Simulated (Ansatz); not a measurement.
Consider the ligand exchange at a Ge–C bond: `O/C(S)=[CH]\[GeH3]` + CH₃SH → `C[S][GeH3]` + `C=C(O)S`.

Gas-phase electronic energies from Ansatz, PBE0-D4/def2-TZVP geometries. CBS: MP2 limit from def2 TZ/QZ plus the TZ coupled-cluster correction, frozen cores. This one scheme is used for every species. For Ge outer-core shells are correlated without core-valence functions, which leaves a few kJ/mol of doubt a bond. Scalar relativity is left out up to krypton. Each species was taken in one conformer, which may not be the lowest.

```
             species  CCSD(T)/CBS(def2) energy (Eh)
`O/C(S)=[CH]\[GeH3]`                    -2628.73924
               CH₃SH                     -438.22835
        `C[S][GeH3]`                    -2515.55711
           `C=C(O)S`                     -551.42826
```

**Question.** Work out ΔE.

**Answer.** ΔE = (-2515.55711) + (-551.42826) − (-2628.73924) − (-438.22835) = -0.01778 Eh = -11.2 kcal/mol.

**Question.** What do rigid-rotor, harmonic-oscillator terms from PBE0-D4/def2-TZVP frequencies (298.15 K, 1 bar) make of the CCSD(T)/CBS value? (Estimate.)

**Answer.** The calculation gave: ΔZPE = +1.6 kcal/mol, ΔH = -9.8 kcal/mol, ΔS = -1 J/(mol·K), ΔG = -9.7 kcal/mol.

Largest T1 diagnostic among the species: 0.013.

In def2-TZVPP, CCSD(T) changes the Hartree–Fock value by +2.4 kcal/mol (the triples alone add +0.2 kcal/mol) and MP2 by +2.5 kcal/mol. Leaving LDA and LC-ωPBE aside and taking each functional with its dispersion term where it has one, the values, not all of them listed here, spread over 1.1 kcal/mol, from BHLYP-D4 to PBE-QIDH. LDA lies +2.1 kcal/mol from PBE without D4. At CCSD(T), def2-SVP lies +1.3 kcal/mol from the extrapolated value and def2-TZVPP +0.7 kcal/mol.
